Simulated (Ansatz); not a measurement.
Input (CCSDT(Q)/def2-TZVPP; Ansatz, a program for electronic structure):

Ansatz 0.2 input:
```yaml
crystal:
  periodic: [false, false, false]
  atoms:
    - {symbol: Tl, position_ang: [-0.00000000, -0.00000000, -1.35233612]}
    - {symbol: I, position_ang: [0.00000000, 0.00000000, 2.06677785]}
basis:
  gaussian:
    orbitals: def2-TZVPP
total_charge: 1
magnetization: {spin_polarized: true, initial_magnetization: 1}
correlation: {method: ccsdt_q, electrons: outside_noble_gas}
```

Output:

```
Functional definition: HF
integrals: 0.31 GiB planned
1537 factors; integrals over basis functions are off by at most 1.5e-7 eV
mean field: 0.64 GiB planned
mean field evaluation 1: about -12730.6400 eV, gradient 1.8e1 eV
mean field evaluation 2: about -12730.6485 eV, gradient 1.8e1 eV
mean field evaluation 4: about -12734.2905 eV, gradient 3.2e0 eV
mean field evaluation 8: about -12734.5123 eV, gradient 2.1e-1 eV
mean field evaluation 16: about -12734.5136 eV, gradient 1.2e-5 eV
mean field evaluation 32: about -12734.8388 eV, gradient 2.3e-4 eV
mean field evaluation 64: about -12734.5136 eV, gradient 2.7e-3 eV
mean field evaluation 96: about -12734.5136 eV, gradient 3.9e-6 eV
mean field evaluation 128: about -12733.7851 eV, gradient 8.8e0 eV
mean field evaluation 160: about -12734.1843 eV, gradient 1.1e1 eV
mean field evaluation 192: about -12734.8388 eV, gradient 2.5e-3 eV
mean field evaluation 224: about -12729.9298 eV, gradient 1.4e-2 eV
mean field evaluation 256: about -12729.9367 eV, gradient 1.5e0 eV
mean field evaluation 288: about -12729.6262 eV, gradient 1.8e0 eV
mean field evaluation 320: about -12729.9222 eV, gradient 1.3e-3 eV
mean field evaluation 352: about -12730.0863 eV, gradient 2.2e0 eV
mean field evaluation 384: about -12729.4921 eV, gradient 3.8e-3 eV
mean field evaluation 416: about -12729.2649 eV, gradient 1.3e-2 eV
mean field evaluation 448: about -12729.5587 eV, gradient 5.4e-2 eV
mean field evaluation 480: about -12729.1566 eV, gradient 9.1e-1 eV
mean field evaluation 512: about -12729.3938 eV, gradient 1.2e0 eV
mean field evaluation 544: about -12729.4840 eV, gradient 8.3e-3 eV
mean field evaluation 576: about -12734.7490 eV, gradient 2.1e0 eV
mean field evaluation 608: about -12729.5502 eV, gradient 7.5e-2 eV
mean field evaluation 640: about -12729.6539 eV, gradient 7.0e-1 eV
mean field -12734.83883148 eV, -467.9966950731 hartree, gradient 2.9e-6 eV, S^2 0.760291; 10 other end points of the search recorded, 0 dependent functions left out
determinant -12734.83883148 eV, -467.9966950731 hartree, with singles and doubles -12739.30623351 eV, -468.1608690696 hartree
determinant -12734.51364802 eV, -467.9847448012 hartree, with singles and doubles -12739.00357694 eV, -468.1497466458 hartree
determinant -12734.83883148 eV, -467.9966950731 hartree, with singles and doubles -12739.26390768 eV, -468.1593136239 hartree
determinant -12734.51364802 eV, -467.9847448012 hartree, with singles and doubles -12738.96338270 eV, -468.1482695348 hartree
18 core orbitals not correlated, not the lowest: weight in the atoms' cores, before any rotation towards them, 0.836 or more for the frozen orbitals, at most 0.163 for the correlated occupied ones
reference -12734.83883148 eV, -467.9966950731 hartree; 5, 4 occupied and 77, 78 virtual orbitals, 1537 factors
second order -3.74829479 eV of doubles, -0.00000000 eV of singles
coupled cluster: 1.94 GiB planned
cycle   1  -4.24619103 eV  change   -5.0e-1 eV  update   6.4e-2
cycle   2  -4.55821685 eV  change   -3.1e-1 eV  update   2.5e-2
cycle   3  -4.57605165 eV  change   -1.8e-2 eV  update   9.0e-3
cycle   4  -4.56849891 eV  change    7.6e-3 eV  update   3.1e-3
cycle   5  -4.56947453 eV  change   -9.8e-4 eV  update   1.8e-3
cycle   6  -4.57004644 eV  change   -5.7e-4 eV  update   9.0e-4
cycle   7  -4.57005622 eV  change   -9.8e-6 eV  update   5.8e-4
cycle   8  -4.57024577 eV  change   -1.9e-4 eV  update   2.5e-4
cycle   9  -4.57030745 eV  change   -6.2e-5 eV  update   1.3e-4
cycle  10  -4.57020795 eV  change    1.0e-4 eV  update   5.0e-5
cycle  11  -4.57018573 eV  change    2.2e-5 eV  update   2.3e-5
cycle  12  -4.57020085 eV  change   -1.5e-5 eV  update   1.3e-5
cycle  13  -4.57021107 eV  change   -1.0e-5 eV  update   6.2e-6
cycle  14  -4.57021723 eV  change   -6.2e-6 eV  update   2.9e-6
cycle  15  -4.57021685 eV  change    3.8e-7 eV  update   1.3e-6
cycle  16  -4.57021503 eV  change    1.8e-6 eV  update   6.6e-7
cycle  17  -4.57021443 eV  change    6.0e-7 eV  update   3.5e-7
perturbative correction -0.00390515 eV, -0.0001435115 hartree
Total energy: -12739.41295106 eV, -468.1647908672 hartree
```
